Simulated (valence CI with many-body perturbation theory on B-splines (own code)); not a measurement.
Hyperfine factors and g values of Zn6+

Computed by configuration interaction combined with many-body perturbation theory (CI+MBPT): six valence electrons over a frozen Dirac-Fock core [Ar], radial functions for each j: 7 s, 7 p, 8 d, 6 f, 4 g, 1 h, with the one-electron correlation potential Σ1, the two-electron term Σ2, the three-electron term Σ3, Breit, model QED; selected CI, second order for the rest, scaled by the run's own slope (own B-spline code, finite nucleus).

Against 26 measured levels this calculation errs by 679 cm⁻¹ on average and by 2022 at most. These come from a selection out of Sugar and Musgrove, J. Phys. Chem. Ref. Data 24, 1803 (1995). Levels without a partner in it may be off by more, other configurations by 1,000 to 8,000 cm⁻¹. Among the levels kept, up to 520 cm⁻¹ of a level comes from second order outside the variational space, and about a tenth of that is noise between levels of different J, which matters for small intervals. Only levels of the ground parity were solved; by the run's estimate the other parity begins above the list, which can be wrong where configurations are misplaced.

A/g_I is the dipole constant over the nuclear g factor μ/I (μ in nuclear magnetons, uniformly magnetised nucleus), B/Q the quadrupole constant per barn. Both hold the static response of the core; the bare values leave it out. Large factors of s and p1/2 electrons are usually good to 5 to 10 %; those of open d and f shells near neutrality can be off by tens of per cent, and small factors of p3/2, d and f electrons come from cancelling terms and can be off by a factor of two or in sign, in half-filled shells by more. B is blank for J = 1/2, where it vanishes, and for nearly pure S terms. Energies count from the lowest level. Levels with J = 0 are left out.

Letters in brackets count levels of one name in rising energy.

| Level | E (cm⁻¹) | g | A/g_I (MHz) | A/g_I bare | B/Q (MHz/b) | B/Q bare |
| --- | --- | --- | --- | --- | --- | --- |
| 3d⁶ ⁵D_4 | 0.0 | 1.499 | 403 | 660 | 1550 | 1620 |
| 3d⁶ ⁵D_3 | 1529 | 1.499 | 231 | 481 | 378 | 396 |
| 3d⁶ ⁵D_2 | 2535 | 1.500 | 138 | 385 | -332 | -345 |
| 3d⁶ ⁵D_1 | 3174 | 1.500 | 82.4 | 327 | -534 | -556 |
| 3d⁶ ³H_6 | 32304 | 1.165 | 967 | 1080 | -825 | -856 |
| 3d⁶ ³P_2 [a] | 32425 | 1.497 | 302 | 555 | -153 | -154 |
| 3d⁶ ³H_5 | 33035 | 1.041 | 1030 | 1080 | -387 | -401 |
| 3d⁶ ³H_4 | 33358 | 0.856 | 1200 | 1160 | -166 | -172 |
| 3d⁶ ³F_4 [a] | 35705 | 1.182 | 814 | 927 | 215 | 223 |
| 3d⁶ ³F_3 [a] | 36428 | 1.059 | 1020 | 1080 | 405 | 420 |
| 3d⁶ ³P_1 [a] | 36759 | 1.495 | 166 | 412 | 47.2 | 49.8 |
| 3d⁶ ³F_2 [a] | 37046 | 0.669 | 1640 | 1520 | 151 | 156 |
| 3d⁶ ³G_5 | 40456 | 1.191 | 891 | 1010 | -11.6 | -12.4 |
| 3d⁶ ³G_4 | 41877 | 1.059 | 1110 | 1170 | -70.6 | -73.1 |
| 3d⁶ ³G_3 | 42401 | 0.774 | 1510 | 1450 | 136 | 142 |
| 3d⁶ ¹I_6 | 49447 | 1.001 | 1170 | 1210 | -1560 | -1620 |
| 3d⁶ ³D_2 | 51250 | 1.162 | 869 | 973 | -7.86 | -6.74 |
| 3d⁶ ³D_1 | 51460 | 0.505 | 1850 | 1660 | -6.26 | -5.56 |
| 3d⁶ ³D_3 | 51753 | 1.331 | 616 | 795 | -279 | -289 |
| 3d⁶ ¹G_4 | 52031 | 1.002 | 1200 | 1240 | 730 | 766 |
| 3d⁶ ¹D_2 | 60367 | 1.005 | 1140 | 1180 | -939 | -981 |
| 3d⁶ ¹F_3 | 70927 | 1.002 | 1190 | 1220 | -1920 | -2010 |
| 3d⁶ ³P_1 [b] | 83401 | 1.500 | 57.1 | 296 | 206 | 213 |
| 3d⁶ ³F_2 [b] | 84624 | 0.667 | 1800 | 1700 | -1330 | -1390 |
| 3d⁶ ³F_4 [b] | 84675 | 1.247 | 755 | 896 | -2070 | -2160 |
| 3d⁶ ³F_3 [b] | 85055 | 1.081 | 1050 | 1120 | -1550 | -1620 |
| 3d⁶ ³P_2 [b] | 86111 | 1.498 | 430 | 680 | -638 | -666 |

(1) Take the isotope of mass number 67, with I = 5/2, μ = 0.87485 μN and Q = 0.122 b. What is the hyperfine structure of 3d⁶ ³H_6?

## Answers

(1) From the table A = 338 MHz, B = -101 MHz. Shifts from the centre of gravity in MHz: F = 7/2: -5960, F = 9/2: -4400, F = 11/2: -2520, F = 13/2: -310, F = 15/2: 2210, F = 17/2: 5040.
